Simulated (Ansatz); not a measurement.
`CNCS` and `CNC[SeH]` differ in one atom or group.

Ansatz, PBE0-D4/def2-TZVP geometries, multiplicity 1. Each molecule was computed in one conformer, which needn't be the lowest.

Scalar relativity is left out up to krypton.

```csv
property,`CNCS`
HOMO–LUMO gap (ωB97M-V/def2-TZVPP) / eV,11.09
HOMO energy (ωB97M-V/def2-TZVPP) / eV,-8.92
HOMO–LUMO gap (B3LYP/def2-TZVPP) / eV,6.55
LUMO energy (PBE0/def2-TZVPP) / eV,0.44
size of the dipole moment (B3LYP/def2-TZVPP) / D,2.20
size of the dipole moment (ωB97M-V/def2-TZVPP) / D,2.22
```

Give the same properties after the change, and the shifts. (Best estimate.)

Computed: 
```json
{"property": "HOMO–LUMO gap (ωB97M-V/def2-TZVPP) / eV", "`CNC[SeH]`": "10.58", "shift": "-0.51"}
{"property": "HOMO energy (ωB97M-V/def2-TZVPP) / eV", "`CNC[SeH]`": "-8.69", "shift": "0.23"}
{"property": "HOMO–LUMO gap (B3LYP/def2-TZVPP) / eV", "`CNC[SeH]`": "6.05", "shift": "-0.50"}
{"property": "LUMO energy (PBE0/def2-TZVPP) / eV", "`CNC[SeH]`": "0.10", "shift": "-0.34"}
{"property": "size of the dipole moment (B3LYP/def2-TZVPP) / D", "`CNC[SeH]`": "2.12", "shift": "-0.08"}
{"property": "size of the dipole moment (ωB97M-V/def2-TZVPP) / D", "`CNC[SeH]`": "2.13", "shift": "-0.09"}
```

With PBE0 the HOMO rises by 0.16 eV and the LUMO falls by 0.34 eV, so the gap narrows by about 0.50 eV. PBE moves the HOMO by 0.04 eV and ωB97M-V by 0.23 eV. Dipoles are sizes alone; their direction can turn.

B3LYP here is the variant with VWN-RPA as its local correlation; programs differ in this.

Spin–orbit coupling is left out; it splits and shifts lone-pair levels of the heavy atoms by tenths of an eV.
